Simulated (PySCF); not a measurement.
Predicted microwave data (PySCF 2.14.0, PBE0-D3(BJ)/def2-SVP geometry optimisation, gas phase) for one isomer of H9OPSi3:

* Rotational constants: A = 8012, B = 573.6, C = 547.8 MHz
* Dipole components: |μa| = 0.29 D, |μb| = 0.15 D, |μc| = 0.69 D
* Inertial defect: -21.62 u·Å²
* κ: -0.99

**Question.** Which structure is it? (One computed conformer of each.)
A. `[SiH3:1][SiH2:2][O:3][SiH2:4][PH2:5]` with Si1–Si2–O3–Si4 71°, Si2–O3–Si4–P5 9°, O3–Si4–P5–H 83° and 177°
B. `[SiH3:1][O:2][SiH2:3][SiH2:4][PH2:5]` with Si1–O2–Si3–Si4 -176°, O2–Si3–Si4–P5 -176°, Si3–Si4–P5–H -74° and -168°

**Answer.** B. It is [SiH3]O[SiH2][SiH2]P, a near-prolate asymmetric top. The candidates at the same level (rigid rotor, commonest isotopes):

| SMILES | A (MHz) | B (MHz) | C (MHz) | μa (D) | μb (D) | μc (D) | Δ (u·Å²) | point group | rotor |
| --- | --- | --- | --- | --- | --- | --- | --- | --- | --- |
| [SiH3]O[SiH2][SiH2]P | 8012 | 573.6 | 547.8 | 0.29 | 0.15 | 0.69 | -21.62 | – | near-prolate asymmetric top |
| [SiH3][SiH2]O[SiH2]P | 2588 | 990.6 | 846.9 | 0.77 | 0.17 | 0.24 | -108.69 | C1 | asymmetric top |

`[SiH3][SiH2]O[SiH2]P` has B 73 % too high. No structure here is proved a minimum.
